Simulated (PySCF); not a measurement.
Molecule: `[O+]1([AlH3-])CCCC1`, C4H11AlO.

Bonds (- single, = double, # triple, : aromatic): Al1-O2, O2-C3, C3-C4, C4-C5, C5-C6, C6-O2. Al1 carries H7, H8, H9; C3 carries H10, H11; C4 carries H12, H13; C5 carries H14, H15; C6 carries H16, H17. Formal charges: Al1 -1, O2 +1.

Frames of a GFN2-xTB Langevin trajectory at 300 K; GIAO PBE0/pcSseg-1 shieldings in PySCF 2.14.0 with density-fitted response routines, gas phase, non-relativistic; equivalent atoms averaged within each frame.

δ = σ(ref) − σ, references computed at the same level: AlH4- for $^{27}$Al (σ = 489.97 ppm); $^{17}$O (σ = 336.08 ppm) against H2O; $^{13}$C (σ = 186.93 ppm), $^{1}$H (σ = 31.72 ppm) vs TMS. The references are static minima.

Task: How do the shifts (ppm) fluctuate along the trajectory?

Result: 
| time (fs) | Al1 | O2 | C3/C6 | C4/C5 | H10/H11/H16/H17 | H7/H8/H9 | H12/H13/H14/H15 |
| --- | --- | --- | --- | --- | --- | --- | --- |
| optimised geometry | 79.0 | 50.6 | 73.4 | 26.8 | 4.23 | 4.23 | 2.05 |
| 250 | 91.6 | 36.9 | 75.4 | 25.8 | 4.32 | 4.03 | 1.64 |
| 425 | 80.7 | 53.2 | 73.4 | 30.6 | 4.51 | 4.67 | 2.15 |
| 625 | 82.6 | 68.9 | 80.8 | 20.4 | 4.65 | 4.74 | 1.56 |
| 800 | 83.3 | 56.3 | 76.9 | 26.7 | 4.50 | 4.51 | 2.35 |
| 1000 | 100.1 | 47.8 | 69.2 | 30.8 | 3.67 | 4.43 | 2.23 |
| mean of frames | 87.7 | 52.6 | 75.1 | 26.9 | 4.33 | 4.48 | 1.99 |
| standard deviation | 8.1 | 11.7 | 4.3 | 4.3 | 0.39 | 0.28 | 0.36 |

5 frames give an uncertainty of the mean of about the standard deviation over 2.2 at best, since frames this close in time may not be independent; classical motion lacks zero-point vibration, and the reference would need the same averaging.
